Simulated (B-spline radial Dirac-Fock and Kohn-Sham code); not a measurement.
Cs⁴¹⁺: scattering cross sections and density moments

System: Cs⁴¹⁺, 1s2 2s2 2p6 3s2 3p2.

The run's input, task.json:

```json
{"items": [{
  "Z": 55,
  "q": 41,
  "cfg": [[1, 0, 2], [2, 0, 2], [2, 1, 6], [3, 0, 2], [3, 1, 2]],
  "A": 133,
  "rrms": 4.8041,
  "do": ["scatter"],
  "s": [0.0, 0.05, 0.1, 0.15, 0.2, 0.25, 0.3, 0.35, 0.4, 0.45, 0.5, 0.6, 0.7, 0.8, 0.9, 1.0, 1.1, 1.2, 1.4, 1.6, 1.8, 2.0, 2.5, 3.0, 3.5, 4.0, 5.0, 6.0],
  "pz": [0, 0.1, 0.2, 0.3, 0.4, 0.5, 0.6, 0.8, 1.0, 1.2, 1.4, 1.6, 1.8, 2.0, 2.5, 3.0, 4.0, 5.0, 7.0, 10.0, 15.0, 20.0, 30.0, 40.0, 60.0, 100.0],
  "hv_scatter": [2000, 5000, 17479.3, 20000, 50000, 100000, 200000, 1000000]
}]}
```

Run with: `python xray_run.py task.json out`

Model: Dirac-Fock densities. Program: a B-spline atomic structure program.

* Sum of ⟨r⟩: 1.905 bohr
* Sum of ⟨r²⟩: 0.4172 bohr²
* Sum of ⟨1/r⟩: 249.07 per bohr
* Langevin diamagnetic susceptibility: -0.330 × 10⁻⁶ cm³/mol
* Lamb shielding (α²/3)Σ⟨1/r⟩: 4421 ppm

Coherent scattering is the Thomson cross section weighted by f₀², without anomalous dispersion; incoherent scattering is Klein-Nishina weighted by S. The Lamb formula is the non-relativistic shielding expression. Electron correlation is left out. A dash stands where the photon energy is too low for the impulse approximation behind that column.

```tsv
hν (keV)	coherent (b)	incoherent (b)	incoherent per electron (b)
2	129.6	–	–
5	125.9	–	–
17.4793	91.59	1.634	0.117
20	84.29	1.912	0.137
50	35.66	3.885	0.277
100	13.08	4.894	0.350
200	4.176	4.878	0.348
1000	0.2015	2.904	0.207
```

Incoherent scattering overtakes coherent scattering between 100 and 200 keV.

Values without a named source are computed, but for edge energies of neutral atoms, which are taken from tables.
